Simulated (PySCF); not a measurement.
Two-component Hartree-Fock for Ce³⁺ (cerium, charge +3)

Start: [Xe] 4f1; 4f5/2 filled at m_j = +5/2. Calculated with PySCF 2.14 in x2c-SVPall-2c (7s10p9d3f1g, 112 functions): generalised Hartree-Fock with the X2C-1e Hamiltonian and a Gaussian nucleus; one run each with spin-orbit coupling (SO) switched off, then screened by Boettger's factors.

```json
{"spinor shell": "1s1/2", "electrons": "2", "ε, spin-free (eV)": "-40665.9", "ε, screened SO (eV)": "-40660.4", "weight of nominal j (screened SO)": "1.000", "rms radius, screened SO (bohr)": "0.0281"}
{"spinor shell": "2s1/2", "electrons": "2", "ε, spin-free (eV)": "-6641.6", "ε, screened SO (eV)": "-6639.9", "weight of nominal j (screened SO)": "1.000", "rms radius, screened SO (bohr)": "0.114"}
{"spinor shell": "2p1/2", "electrons": "2", "ε, spin-free (eV)": "-5944.4", "ε, screened SO (eV)": "-6257.0", "weight of nominal j (screened SO)": "1.000", "rms radius, screened SO (bohr)": "0.0979"}
{"spinor shell": "2p3/2", "electrons": "4", "ε, spin-free (eV)": "-5944.4", "ε, screened SO (eV)": "-5806.4", "weight of nominal j (screened SO)": "1.000", "rms radius, screened SO (bohr)": "0.104"}
{"spinor shell": "3s1/2", "electrons": "2", "ε, spin-free (eV)": "-1495.5", "ε, screened SO (eV)": "-1495.0", "weight of nominal j (screened SO)": "1.000", "rms radius, screened SO (bohr)": "0.296"}
{"spinor shell": "3p1/2", "electrons": "2", "ε, spin-free (eV)": "-1268.7", "ε, screened SO (eV)": "-1331.7", "weight of nominal j (screened SO)": "1.000", "rms radius, screened SO (bohr)": "0.288"}
{"spinor shell": "3p3/2", "electrons": "4", "ε, spin-free (eV)": "-1268.7", "ε, screened SO (eV)": "-1240.6", "weight of nominal j (screened SO)": "1.000", "rms radius, screened SO (bohr)": "0.301"}
{"spinor shell": "3d3/2", "electrons": "4", "ε, spin-free (eV)": "-946.24", "ε, screened SO (eV)": "-957.66", "weight of nominal j (screened SO)": "1.000", "rms radius, screened SO (bohr)": "0.272"}
{"spinor shell": "3d5/2", "electrons": "6", "ε, spin-free (eV)": "-946.24", "ε, screened SO (eV)": "-938.05", "weight of nominal j (screened SO)": "1.000", "rms radius, screened SO (bohr)": "0.276"}
{"spinor shell": "4s1/2", "electrons": "2", "ε, spin-free (eV)": "-341.44", "ε, screened SO (eV)": "-341.26", "weight of nominal j (screened SO)": "1.000", "rms radius, screened SO (bohr)": "0.676"}
{"spinor shell": "4p1/2", "electrons": "2", "ε, spin-free (eV)": "-264.52", "ε, screened SO (eV)": "-278.50", "weight of nominal j (screened SO)": "0.998", "rms radius, screened SO (bohr)": "0.700"}
{"spinor shell": "4d3/2", "electrons": "4", "ε, spin-free (eV)": "-150.36", "ε, screened SO (eV)": "-153.30", "weight of nominal j (screened SO)": "0.967", "rms radius, screened SO (bohr)": "0.796"}
{"spinor shell": "4d5/2", "electrons": "6", "ε, spin-free (eV)": "-150.36", "ε, screened SO (eV)": "-148.22", "weight of nominal j (screened SO)": "0.978", "rms radius, screened SO (bohr)": "0.805"}
{"spinor shell": "5s1/2", "electrons": "2", "ε, spin-free (eV)": "-73.922", "ε, screened SO (eV)": "-73.884", "weight of nominal j (screened SO)": "1.000", "rms radius, screened SO (bohr)": "1.62"}
{"spinor shell": "5p1/2", "electrons": "2", "ε, spin-free (eV)": "-51.782", "ε, screened SO (eV)": "-54.100", "weight of nominal j (screened SO)": "0.980", "rms radius, screened SO (bohr)": "1.78"}
{"spinor shell": "5p3/2", "electrons": "4", "ε, spin-free (eV)": "-51.782", "ε, screened SO (eV)": "-50.723", "weight of nominal j (screened SO)": "0.990", "rms radius, screened SO (bohr)": "1.86"}
{"spinor shell": "4f5/2", "electrons": "1", "ε, spin-free (eV)": "-38.023", "ε, screened SO (eV)": "-38.122", "weight of nominal j (screened SO)": "0.988", "rms radius, screened SO (bohr)": "1.14"}
```

Question: Where does 4p3/2 lie, and what is the 4p spin-orbit splitting (screened SO)?

Answer: At -258.16 eV, 20.338 eV above 4p1/2.

| quantity | spin-free | screened SO |
| --- | --- | --- |
| E (hartree) | -8853.04493 | -8856.88517 |
| M_J | 5/2 | 5/2 |
| ⟨J²⟩ | 9.761 | 8.844 |
| ⟨L²⟩ | 12.010 | 12.051 |
| ⟨S²⟩ | 0.751 | 0.792 |

Each row is a mean over spinors that exchange with the open shell spreads, by up to 6.344 eV (4d3/2).

⟨J²⟩ departs a little from M_J(M_J + 1) because the unrestricted spinors polarise the closed shells.

Breit and QED terms are absent; they matter most for the inner s and p1/2 levels.

Densities and radii are taken from the X2C orbitals without a picture-change correction, which distorts them close to the nucleus.

Without spin-orbit coupling the j labels of p, d and f shells carry no meaning; the spin-free column gives the mean over the occupied spinors of each nl shell, and its ⟨J²⟩ belongs to a mixture of degenerate components.
